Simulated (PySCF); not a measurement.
# Gas-phase XPS of `C#C[Si@]1(OC)CCC[SiH2]1`, computed

Compound: C₆H₁₂OSi₂.
SMILES with atom numbers: `[CH:1]#[C:2][Si@:3]1([O:4][CH3:5])[CH2:6][CH2:7][CH2:8][SiH2:9]1`

The calculation used delta-SCF UKS SCAN, pcX-2 on the ionised atom, pcseg-1 elsewhere, spin-free X2C in PySCF. Vertical ΔSCF values, vacuum level as zero.

What binding energy does each computed site have?

```csv
atom(s),bonded to,level,binding energy (eV),2p1/2 (eV),above the level's lowest (eV),count
Si3,"O, 2 C and Si",Si 1s,1846.53,–,+0.98,1
Si9,"C, 2 H and Si",Si 1s,1845.55,–,0.00,1
O4,C and Si,O 1s,537.67,–,0.00,1
C5,O and 3 H,C 1s,292.16,–,+2.33,1
C7,2 C and 2 H,C 1s,290.55,–,+0.72,1
C1,C (triple bond) and H,C 1s,290.13,–,+0.30,1
C2,C (triple bond) and Si,C 1s,289.95,–,+0.12,1
C8,"C, 2 H and Si",C 1s,289.92,–,+0.09,1
C6,"C, 2 H and Si",C 1s,289.83,–,0.00,1
Si3,"O, 2 C and Si",Si 2p3/2,106.61,107.23,+0.74,1
Si9,"C, 2 H and Si",Si 2p3/2,105.87,106.49,0.00,1
```

Lowest listed C 1s: C6, bonded to C, 2 H and Si. Highest, 2.33 eV above it: C5, bonded to O and 3 H. The values 289.92 and 289.95 eV lie too close for their order to be trusted.

Lowest listed Si 1s: Si9, bonded to C, 2 H and Si. Highest, 0.98 eV above it: Si3, bonded to O, 2 C and Si.

Lowest listed Si 2p3/2: Si9, bonded to C, 2 H and Si. Highest, 0.74 eV above it: Si3, bonded to O, 2 C and Si.

Which effective nuclear charge Zeff reproduces each element's mean 1s value in the hydrogen-like formula E = 13.606 eV × Zeff²?

C (Z = 6): mean 290.4 eV, Zeff = 4.62, Z − Zeff = 1.38; O (Z = 8): mean 537.7 eV, Zeff = 6.29, Z − Zeff = 1.71; Si (Z = 14): mean 1846.0 eV, Zeff = 11.65, Z − Zeff = 2.35. Means run over the listed sites, weighted by atom count.

Which photon energy gives electrons from C 1s of C8 a kinetic energy of 50 eV, and what is their de Broglie wavelength?

hν = 289.92 + 50 = 339.92 eV, recoil neglected; λ = 12.264 Å/√(E/eV) = 1.73 Å.

The unrestricted hole states depart most from a pure doublet (⟨S²⟩ = 0.75; over 0.85 named) for C 1s of C2 (0.87), which makes this value less certain. The 2p values add to the ΔSCF energy of one spin-free hole a correction within the shell (spin–orbit coupling, ligand field). 2p1/2 minus 2p3/2 (ligand field included): Si 0.62 eV. Isolated species at its PBE0-D3(BJ)/def2-SVP geometry (one conformer only).

Hardware: an Arm Neoverse N1 with one thread, shared host. Cost: 7.7 min, 0.70 GiB resident at most.
